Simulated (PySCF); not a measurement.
# Polarisability and C₆ of Zn⁺ (zinc, charge +1)

[Ar] 3d10 4s1, 2S determinant. Computed with PySCF 2.14 in aug-cc-pVQZ-DK, with scalar relativity by spin-free X2C-1e. Coupled (time-dependent) response in atomic units; α is the mean over directions.

```tsv
method	mean α (bohr³)	C₆ (like pair)	S(−4)
PBE0	18.17	76.46	275.3
```

S(−4) is the Cauchy moment in α(ω) = α(0) + S(−4) ω² + …

α(iu) at PBE0:

```json
{"u (hartree)": "0", "α(iu) (bohr³)": "18.17"}
{"u (hartree)": "0.0500", "α(iu) (bohr³)": "17.51"}
{"u (hartree)": "0.100", "α(iu) (bohr³)": "15.84"}
{"u (hartree)": "0.200", "α(iu) (bohr³)": "11.75"}
{"u (hartree)": "0.300", "α(iu) (bohr³)": "8.613"}
{"u (hartree)": "0.500", "α(iu) (bohr³)": "5.233"}
{"u (hartree)": "0.750", "α(iu) (bohr³)": "3.413"}
{"u (hartree)": "1.00", "α(iu) (bohr³)": "2.516"}
{"u (hartree)": "1.50", "α(iu) (bohr³)": "1.629"}
{"u (hartree)": "2.00", "α(iu) (bohr³)": "1.184"}
{"u (hartree)": "3.00", "α(iu) (bohr³)": "0.7360"}
{"u (hartree)": "5.00", "α(iu) (bohr³)": "0.3804"}
```

For an ion, C₆ is the dispersion term alone; charge-induced terms of lower order in 1/R come first.
